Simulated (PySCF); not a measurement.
Computed with PySCF and rigid-rotor harmonic-oscillator thermochemistry at 1 bar. Table values come from the NASA 1993 polynomials. Open shells (unrestricted): BaOH (multiplicity 2). Ba: scalar-relativistic def2 core potential, no spin-orbit coupling. The harmonic model lacks anharmonicity and excited electronic states, which grow with temperature; levels with a mode under 35 cm⁻¹ are left out. The table's entry may be an old estimate for BaOH (not checked at source).

Harmonic frequencies at PBE/def2-SVP (cm⁻¹): 314, 316, 516, 3788. Point group C∞v; S°(298 K) = 257.0 J/mol/K at this level.

### Question
Work out Cp and S° of gaseous BaOH at 500, 800, 1200, 1600, 2000 K from these, and set them beside the table.

### Answer
```
T (K)  Cp PBE/def2-SVP  Cp table  S° PBE/def2-SVP  S° table
-----  ---------------  --------  ---------------  --------
500               51.6      51.0            282.9     278.2
800               53.5      53.2            307.6     302.7
1200              55.5      55.5            329.6     324.7
1600              57.2      57.4            345.8     341.0
2000              58.5      59.0            358.7     353.9
```
Units J/mol/K.
